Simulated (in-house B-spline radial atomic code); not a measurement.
A run on C⁻ that did not converge. Method: non-relativistic TPSSh, spin-polarised, spherical fractional occupations, exact exchange averaged over the configuration, point nucleus; computed with a B-spline radial code for spherical atoms.

Command:
```bash
python run_scf.py task.json out
```
Settings:
```
Z                6
configuration    [He] 2s2 2p3
hamiltonian      nr
method           tpssh
spin_polarised   True
exact_exchange   averaged over the configuration
```

First and last ten iterations of the last attempt (damped for 15 steps, keeping 80 % of the old Fock matrix, then DIIS):
```
 iter        energy (Eh)    residual
    1         -36.487813    7.44e-02
    2         -37.224307    1.15e-01
    3         -37.499515    8.45e-02
    4         -37.677129    6.06e-02
    5         -37.786530    4.09e-02
    6         -37.849925    2.74e-02
    7         -37.884090    1.69e-02
    8         -37.901126    1.11e-02
    9         -37.909044    8.03e-03
   10         -37.912569    5.71e-03
  111         -37.582384    7.81e-02
  112         -37.687881    6.14e-02
  113         -37.798249    4.11e-02
  114         -37.859387    2.71e-02
  115         -36.473258    8.02e-02
  116         -36.487598    7.78e-02
  117         -37.914525    4.07e-03
  118         -36.490263    7.77e-02
  119         -36.489932    7.78e-02
  120         -36.491110    7.77e-02
 not converged after 120 iterations
```

The smallest residual met was 3.1e-03; the threshold is about 1e-07. No energy from this run should be used. Time taken, with all properties: 2.7 s on 1 thread of Arm Neoverse N1, on a shared host.
